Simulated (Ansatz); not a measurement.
Relaxation of Cl₂H₄N₂Ti (9 atoms, charge 0, multiplicity 1), to a largest force component of 0.03 eV/Å in at most 50 steps.

Method: RKS BLYP-D4/def2-mTZVP (Ansatz 0.2.0).

```xyz
9
Properties=species:S:1:pos:R:3:forces:R:3
Ti -0.862 0.630 1.293 0.39 -0.19 -0.36
N 1.748 -0.515 -0.893 -0.25 0.17 0.37
N -1.349 0.009 -0.209 -0.16 0.09 0.18
H 0.742 -0.517 -1.088 0.07 -0.06 -0.14
Cl -1.237 2.844 1.474 0.00 0.01 0.00
Cl -1.472 -0.691 3.012 0.00 0.00 0.00
H 2.218 0.036 -1.615 -0.01 0.00 0.00
H 2.089 -1.478 -0.952 0.00 0.00 0.00
H -1.878 -0.318 -1.023 -0.04 -0.02 -0.06
```

Task: Where does it end, and by what steps?

Result: It converged. The force dipped under the threshold on the way, but the program's further checks kept it going. After 34 steps the energy has fallen by 1.515 eV; H7 moved furthest, 1.54 Å. Joined: Ti1–N2 (3.59 → 2.19 Å).

```
step  energy less start (eV)  largest force component (eV/Å)  accepted
   0                  0.0000                           0.392       yes
   2                 -0.4744                           0.942       yes
   4                 -1.0825                           0.961       yes
   6                 -1.4219                           0.604       yes
   8                 -1.4877                           0.230       yes
  10                 -1.5001                           0.042       yes
  12                 -1.5007                           0.033       yes
  14                 -1.5009                           0.075       yes
  16                 -1.5019                           0.044       yes
  18                 -1.5024                           0.111       yes
  20                 -1.5047                           0.051       yes
  22                 -1.4878                           0.797        no
  24                 -1.5085                           0.297        no
  26                 -1.5103                           0.015       yes
  28                 -1.5121                           0.183       yes
  30                 -1.5131                           0.091        no
  32                 -1.5150                           0.004       yes
  34                 -1.5155                           0.010       yes
```

```xyz
9
Properties=species:S:1:pos:R:3
Ti -0.582 0.364 0.637
N 1.196 -0.273 -0.473
N -1.808 -0.206 -0.388
H 1.135 0.050 -1.444
Cl -0.302 2.628 0.604
Cl -0.325 -0.843 2.557
H 2.079 0.074 -0.083
H 1.246 -1.297 -0.496
H -2.639 -0.497 -0.914
```

Whether the end is a true minimum wasn't checked by a vibrational analysis.

The run took 110 s on 4 threads of Arm Neoverse N1, on a shared host, peak memory 0.2 GiB.
